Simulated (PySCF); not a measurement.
## Field gradients at the hydrogen positions

Compound: C3H16N2PSi2 (charge +1).
Numbering: `[CH3:1][CH2:2][P@+:3]([CH3:4])([NH2:5])[N:6]([SiH3:7])[SiH3:8]` (hydrogens: H9, H10, H11 on C1; H12, H13 on C2; H14, H15, H16 on C4; H17, H18 on N5; H19, H20, H21 on Si7; H22, H23, H24 on Si8)

Geometry (GFN2-xTB, Å), atoms numbered from 1 in this order:
```xyz
24
C3H16N2PSi2 angstrom
C     -2.774   -0.625   -0.389
C     -1.308   -1.011   -0.545
P     -0.210    0.305    0.060
C     -0.548    0.715    1.790
N     -0.659    1.648   -0.782
N      1.372   -0.119   -0.144
Si     2.528    1.193   -0.487
Si     1.839   -1.822    0.116
H     -3.052   -0.551    0.659
H     -2.982    0.326   -0.873
H     -3.403   -1.385   -0.847
H     -1.058   -1.174   -1.597
H     -1.090   -1.933   -0.002
H     -0.442   -0.175    2.407
H     -1.558    1.108    1.880
H      0.166    1.464    2.129
H     -0.591    1.593   -1.790
H     -0.342    2.544   -0.435
H      3.835    0.630   -0.213
H      2.303    1.572   -1.883
H      2.171    2.296    0.414
H      1.423   -2.537   -1.089
H      3.274   -1.782    0.329
H      1.095   -2.259    1.300
```

Level: PBE0/pcSseg-1 (PySCF, non-relativistic); Q(2H) = 0.00286 b; rigid geometry, the same for H and D, with no vibrational averaging.

**Question.** Rank these positions by the coupling χzz of a deuteron there, largest first.
A. H22 (Si–H hydrogen)
B. H18 (N–H hydrogen)
C. H10 (methyl hydrogen)
D. H19 (Si–H hydrogen)
E. H13 (methylene hydrogen)

**Answer.** B (270 kHz), C (206 kHz), E (201 kHz), D (112 kHz), A (106 kHz).

**Question.** What are Vzz, η and χzz (234.96 MHz × Q × Vzz) at all hydrogens?

**Answer.** 
```tsv
atom	bonded to	bond length (Å)	Vzz (au)	η	χzz (kHz)
H9	C1	1.087	0.3111	0.05	209
H10	C1	1.087	0.3069	0.05	206
H11	C1	1.087	0.3098	0.04	208
H12	C2	1.094	0.2955	0.03	199
H13	C2	1.092	0.2992	0.04	201
H14	C4	1.088	0.3080	0.03	207
H15	C4	1.088	0.3068	0.02	206
H16	C4	1.089	0.3067	0.03	206
H17	N5	1.012	0.3994	0.18	268
H18	N5	1.011	0.4018	0.17	270
H19	Si7	1.449	0.1659	0.05	112
H20	Si7	1.464	0.1569	0.04	105
H21	Si7	1.468	0.1536	0.06	103
H22	Si8	1.462	0.1578	0.03	106
H23	Si8	1.451	0.1642	0.06	110
H24	Si8	1.465	0.1552	0.06	104
```

**Question.** Average by the element that carries the hydrogen.

**Answer.** on C: 205 kHz over 8 positions, mean bond length 1.089 Å; on N: 269 kHz over 2 positions, mean bond length 1.011 Å; on Si: 107 kHz over 6 positions, mean bond length 1.460 Å.

**Question.** Give the 2H NMR doublet splittings at H19 for a magnetic field along the z, y and x axes of the gradient: 3χ/2, 3χ(1 + η)/4, 3χ(1 − η)/4.

**Answer.** With |χ| = 111.5 kHz and η = 0.055: 167, 88 and 79 kHz, to first order and without motion.

Geometry: GFN2-xTB, one conformer, isolated ion. GFN2-xTB bond lengths can be off by several hundredths of an ångström, more for odd bonds, and the gradients follow them. The small basis limits the accuracy of the gradients.

These values come from a run that also computed NMR shieldings. Hardware: one thread of an Arm Neoverse V1, shared host. Cost: 84 s wall, 1.1 GiB resident at most.
